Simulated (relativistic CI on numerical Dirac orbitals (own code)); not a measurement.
**Yb⁴⁺: N4,5 absorption edge**

Computed with this model: Dirac-Coulomb-Breit CI, separate exchange-only KLI orbitals for each configuration, model QED (radiative potential, 1s self-energy scaled to tabulated hydrogen-like ionisation energies), valence Slater integrals scaled by 0.8, multiplet model of core-to-valence dipole absorption; configurations [Xe] 4f12 → [Kr] 4d9 4f13 5s2 5p6; 300 K; Lorentzian 0.3 eV and Gaussian 0.2 eV FWHM. Energies are those of the free ion, without screening or charge transfer. The branching ratio is the share of the lower-energy edge in the whole absorption, uncertain by about 0.02 where the edges overlap. S is read from ⟨S²⟩ = S(S + 1).

Field parameters in Wybourne normalisation; cubic f-shell fields have B⁴₄ = √(5/14) B⁴₀ and B⁶₄ = −√(7/2) B⁶₀. The field is a parameter set, without covalency.

Computed curve for free ion, scaled to 100 at the maximum (points under 2 are left out and the grid is thinned):

```csv
Energy (eV),Intensity
181.5,2.2
181.6,3.2
181.7,4.9
181.8,8.2
182.0,23.5
182.1,27.8
182.2,22.4
182.3,13.6
182.4,7.7
182.5,4.6
182.7,2.2
185.5,2.4
185.6,3.9
185.7,6.8
185.8,11.4
185.9,14.6
186.0,12.8
186.2,4.7
186.3,2.8
189.8,2.1
189.9,2.4
190.0,3.0
190.1,3.7
190.3,6.1
190.4,8.4
190.5,12.2
190.6,19.2
190.7,33.0
190.8,58.6
190.9,90.3
191.1,75.7
191.2,44.6
191.3,25.1
191.4,15.3
191.5,10.1
191.6,7.2
191.8,4.1
191.9,3.3
192.0,2.7
192.1,2.2
```

The ground state has S = 0.99, and the centroid lies at 188.81 eV.
